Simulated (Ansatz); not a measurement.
Total energies of In₉Sb₁₀H₂₆⁺, a nanocrystal cut from wurtzite InSb (hydrogen-capped) from Ansatz at revPBE-D4/def2-SVP, gas phase (1 Eh = 27.2114 eV = 2625.5 kJ/mol). The reference geometry is relaxed at r2SCAN-D4/def2-SVP.

```xyz
45

Sb    1.053    0.678   -4.706
In    0.059   -1.985   -5.599
Sb    2.254    3.889   -1.307
In    1.379    5.878    0.666
In    1.336    1.266   -1.950
Sb   -1.219    0.855   -0.793
Sb   -0.225   -2.900   -2.862
In   -2.376   -1.716   -1.431
Sb   -0.071    4.013    2.408
In   -1.132    1.400    1.987
Sb   -3.752    0.939    2.959
Sb   -2.760   -2.762    1.184
In   -5.071   -1.706    2.582
Sb    2.970   -0.600   -0.635
In    2.224   -3.232   -1.481
In    3.240    0.547    2.012
Sb    0.707   -0.478    2.975
Sb    1.380   -4.369    1.013
In   -0.460   -3.087    2.802
H     0.178    2.002   -5.319
H     2.554    1.131   -5.365
H    -1.499   -1.607   -6.204
H     1.473   -2.697   -6.256
H     2.296    4.671   -2.820
H     3.935    3.660   -1.187
H     0.117    6.697   -0.151
H     2.790    6.296    1.536
H    -2.209    2.074   -1.454
H    -0.735   -4.520   -3.012
H    -3.827   -1.534   -2.346
H    -1.385    4.869    3.073
H     0.770    3.825    3.874
H    -4.644    2.264    2.373
H    -3.677    1.469    4.573
H    -3.168   -4.388    0.869
H    -6.282   -1.348    1.425
H    -5.067   -2.342    4.174
H     4.445   -0.325   -1.443
H     3.497   -4.100   -2.249
H     2.842    2.217    1.706
H     4.561   -0.134    2.864
H     0.632   -0.119    4.639
H     0.751   -5.912    0.671
H     2.741   -4.901    1.884
H    -0.622   -3.877    4.322
```

```json
{"state": "charge 1 singlet", "geometry": "reference", "energy (Eh)": "-4130.44592"}
{"state": "charge 2 doublet", "geometry": "reference", "energy (Eh)": "-4130.10104"}
{"state": "charge 0 doublet", "geometry": "reference", "energy (Eh)": "-4130.59592"}
```

In the def2 sets In, Sb take a core potential; there is no spin–orbit coupling. Single mean-field runs in def2-SVP are fitted with def2-universal-jkfit.

Q: Work out the vertical ionisation energy to the doublet.

A: E(charge 2 doublet) − E(charge 1 singlet) = -4130.10104 − (-4130.44592) = 0.34488 Eh = 9.38 eV. For comparison, −ε of the highest occupied level is 7.94 eV at this level, 1.44 eV less.

Q: Work out the vertical electron affinity, to the doublet.

A: E(charge 1 singlet) − E(charge 0 doublet) = -4130.44592 − (-4130.59592) = 0.15000 Eh = 4.08 eV.

Q: Give the fundamental gap IE − EA, the Mulliken electronegativity (IE + EA)/2 and the hardness (IE − EA)/2.

A: From the values in Eh: IE − EA = 0.34488 − 0.15000 = 0.19488 Eh = 5.30 eV; (IE + EA)/2 = 6.73 eV; (IE − EA)/2 = 2.65 eV. The HOMO–LUMO gap of the same run is 2.73 eV, 2.57 eV smaller than the fundamental gap.

At revPBE-D4/def2-SVP the gap within one spin of the charge 2 doublet nearly closes, so an electron or hole may be smeared out by delocalisation error. At revPBE-D4/def2-SVP the gap within one spin of the charge 0 doublet nearly closes, so an electron or hole may be smeared out by delocalisation error.
